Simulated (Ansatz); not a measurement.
Species: H2BS2, SMILES `S[B]S` (H–S–B–S torsion 0°, S–B–S–H torsion -180°) (charge 0, multiplicity 2), formula H2BS2.

**Question.** How many basis functions does frozen-core CCSD(T)/cc-pVTZ // PBE0-D3(BJ)/def2-TZVP in Ansatz (an electronic-structure program) use, how many core orbitals are frozen, and how many electrons are correlated?

**Answer.** 126 basis functions and 11 frozen orbitals, which leaves 17 correlated electrons. Core time is of the order of seconds.
